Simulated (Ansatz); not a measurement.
The first iterations of a band of AlClF3H (6 atoms, charge 0, multiplicity 1).

Computed with Ansatz, RHF/def2-SVP.

```json
{
  "movable images": "5",
  "climbing image": "yes",
  "spring": "5.0 eV/Å²",
  "optimiser": "quadratic models (default)",
  "start path": "through a guess of the saddle point",
  "force threshold": "0.05 eV/Å",
  "iteration limit": "60",
  "end points": "relaxed"
}
```

Image 0:

```xyz
6
Properties=species:S:1:pos:R:3
Al 0.008 0.000 0.181
Cl -0.004 0.615 2.195
F 1.415 0.109 -0.657
F -1.410 0.024 -0.647
F 0.065 -1.932 0.655
H 0.071 -2.112 1.554
```

Image 6:

```xyz
6
Properties=species:S:1:pos:R:3
Al 0.019 -0.433 -0.240
Cl 0.015 -0.063 2.287
F 1.407 0.334 -0.650
F -1.415 0.250 -0.642
F 0.067 -2.057 0.031
H 0.053 -1.327 2.494
```

| iteration | highest image above the first end (eV) | largest band force component (eV/Å) |
| --- | --- | --- |
| 1 | 1.920 | 3.965 |
| 2 | 0.939 | 2.037 |

Task: Does the band converge within its limit, and where does its top end?

Result: The forces met the threshold. It ended after 8 iterations with the highest image 0.766 eV above the first end. A vibrational analysis at the climbing image gives one clearly imaginary mode, 1302i cm⁻¹: a first-order saddle point. The orbitals stay closed-shell, which can raise the energy where a bond breaks towards radicals; this wasn't checked here.

The run took 49 s on 1 thread of Intel(R) Xeon(R) CPU @ 2.60GHz (Ice Lake) (shared host), peak memory 0.17 GiB.
